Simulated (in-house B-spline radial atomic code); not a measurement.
## RPA and G0W0 on CAM-B3LYP: Ge⁻

Configuration [Ar] 3d10 4s2 4p3, highest spin, mean-field start CAM-B3LYP. Computed with an all-electron radial atomic-structure program (B-spline basis): all electrons, scalar-relativistic (spin-free one-electron X2C), finite nucleus, each spin shell either full or empty, empty states to l = 9 with an (l + 1/2)⁻⁴ tail; G0W0 by contour deformation at full frequency.

The anion's configuration is assumed.

Command:
```bash
python run_gw.py task.json out
```
Settings (radii: box in bohr, nucleus in fm):
```
Z                        32
electrons                33
configuration            [Ar] 3d10 4s2 4p3
hamiltonian              x2c
method                   camb3lyp
lmax                     9
rms_radius               4.0742
spin_polarised           True
box_radius               60
intervals                75
```

Time taken, with all properties: 4.8 s on 1 thread of Intel(R) Xeon(R) 6975P-C, on a shared host.

Energies (hartree):

```tsv
term	value
mean-field total	-2098.98023
Hartree-Fock functional on these orbitals	-2097.12108
direct second order	-2.7363
second-order exchange	0.79704
SOSEX correction	0.72327
```

**Question.** What is the RPA correlation energy, and what remains with SOSEX?

**Answer.** RPA gives -2.3165 hartree (-1.91 eV per electron); RPA + SOSEX gives -1.5932, and the second-order doubles -1.9393 hartree (no singles). SOSEX takes back 31 % of the RPA value.

Quasi-particle levels (eV):

```tsv
level	occupied	mean field	Σx - vxc	Σc	QP weight	G0W0
4p up	yes	-0.481	-1.02	?	?	?
```

G0W0 = mean field + (Σx - vxc) + Σc, with Σc (partial-wave tail included) taken at the quasi-particle energy. Only the outer levels were computed. Levels of low weight are left out.

**Question.** Where does G0W0 put 4p up?

**Answer.** At -1.383 eV, with Σc = 0.12 eV and a quasi-particle weight of 0.799. The tabulated removal energy is 1.233 eV (electron affinity of the neutral atom); the calculation leaves out spin-orbit coupling, Breit and QED terms, and what these don't explain is the method's own error.
